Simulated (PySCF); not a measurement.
## ECD: `InChI=1S/C6H11O/c1-2-5-3-6(5)4-7/h5-6H,2-4H2,1H3/q-1/t5-,6-/m1/s1`, charge -1

Molfile (atoms numbered from 1):
```
C6H11O
     RDKit          3D

 18 18  0  0  0  0  0  0  0  0999 V2000
    2.0418    0.5959    0.6767 C   0  0  0  0  0  0  0  0  0  0  0  0
    1.0715    0.4893   -0.4937 C   0  0  0  0  0  0  0  0  0  0  0  0
    0.2821   -0.7964   -0.4443 C   0  0  2  0  0  0  0  0  0  0  0  0
   -0.9451   -0.9262   -1.3001 C   0  0  0  0  0  0  0  0  0  0  0  0
   -1.0805   -0.7875    0.1833 C   0  0  2  0  0  0  0  0  0  0  0  0
   -1.6950    0.5339    0.7498 C   0  0  0  0  0  0  0  0  0  0  0  0
   -1.5449    1.6115    0.0312 O   0  0  0  0  0  0  0  0  0  0  0  0
    2.5889    1.5378    0.6432 H   0  0  0  0  0  0  0  0  0  0  0  0
    1.4896    0.5520    1.6120 H   0  0  0  0  0  0  0  0  0  0  0  0
    2.7669   -0.2229    0.6657 H   0  0  0  0  0  0  0  0  0  0  0  0
    1.6261    0.5644   -1.4385 H   0  0  0  0  0  0  0  0  0  0  0  0
    0.3174    1.2913   -0.4363 H   0  0  0  0  0  0  0  0  0  0  0  0
    0.8866   -1.6997   -0.3236 H   0  0  0  0  0  0  0  0  0  0  0  0
   -1.1601   -1.8720   -1.7865 H   0  0  0  0  0  0  0  0  0  0  0  0
   -1.2322   -0.0486   -1.8614 H   0  0  0  0  0  0  0  0  0  0  0  0
   -1.3686   -1.6740    0.7491 H   0  0  0  0  0  0  0  0  0  0  0  0
   -2.7952    0.2516    0.9454 H   0  0  0  0  0  0  0  0  0  0  0  0
   -1.2581    0.6059    1.8165 H   0  0  0  0  0  0  0  0  0  0  0  0
  1  2  1  0
  2  3  1  0
  3  4  1  0
  4  5  1  0
  5  6  1  0
  6  7  1  0
  5  3  1  0
  1  8  1  0
  1  9  1  0
  1 10  1  0
  2 11  1  0
  2 12  1  0
  3 13  1  1
  4 14  1  0
  4 15  1  0
  5 16  1  1
  6 17  1  0
  6 18  1  0
M  CHG  1   7  -1
M  END
```

Level of theory: TDDFT CAM-B3LYP/aug-cc-pVDZ circular dichroism and optical rotation, one conformer, gas phase (PySCF 2.14.0). Geometry: GFN2-xTB.

The molecule is flexible and this is one conformer; a measurement averages over conformers. For a gas-phase anion, states above the detachment energy (about 1.4 eV, taken as minus the energy of the highest occupied orbital) lie in the continuum and depend on the basis.

(1) Assign R or S to each stereocentre.

(2) List the lowest 12 singlet excitations with oscillator and rotatory strengths.

## Answers

(1) C3 R, C5 S.

(2) Rotatory strengths R in 10⁻⁴⁰ esu² cm², velocity form and length form (origin at the centre of mass); f in length form.
```tsv
state	E (eV)	λ (nm)	f	R (velocity)	R (length)	main
1	2.67	465	0.010	+1.3	+1.2	HOMO→LUMO 0.55, HOMO→LUMO+3 0.16
2	2.90	428	0.006	-1.8	-1.9	HOMO→LUMO+1 0.34, HOMO→LUMO 0.28
3	2.93	423	0.018	+1.8	+2.3	HOMO−1→LUMO 0.52, HOMO→LUMO+1 0.22
4	3.01	412	0.006	+5.3	+5.1	HOMO→LUMO+2 0.41, HOMO→LUMO+1 0.22
5	3.12	398	0.002	+2.0	+2.3	HOMO→LUMO+2 0.29, HOMO→LUMO+3 0.27
6	3.17	392	0.002	+0.3	+0.3	HOMO−1→LUMO+1 0.77, HOMO−1→LUMO 0.10
7	3.24	382	0.016	-1.5	-1.8	HOMO−1→LUMO+2 0.64, HOMO−1→LUMO 0.09
8	3.36	369	0.001	+5.6	+5.0	HOMO−1→LUMO+3 0.40, HOMO−1→LUMO+2 0.18
9	3.53	352	0.011	-2.6	-1.9	HOMO→LUMO+5 0.42, HOMO→LUMO+3 0.21
10	3.57	347	0.007	+3.5	+2.9	HOMO→LUMO+6 0.39, HOMO→LUMO+4 0.31
11	3.59	346	0.003	+1.1	+1.0	HOMO→LUMO+4 0.56, HOMO→LUMO+6 0.27
12	3.78	328	0.002	-2.9	-2.6	HOMO→LUMO+7 0.33, HOMO→LUMO+8 0.18
```

Among the states computed, the strongest CD band (largest |R|) is state 8. The largest dissymmetry factor in size, g = 4R/(D+G), with D and G the electric and magnetic dipole strengths, is +0.018 for state 8 (velocity form, f = 0.002), among bands with |R| over 0.5. The mirror image has the same energies and oscillator strengths and all R with the opposite sign.
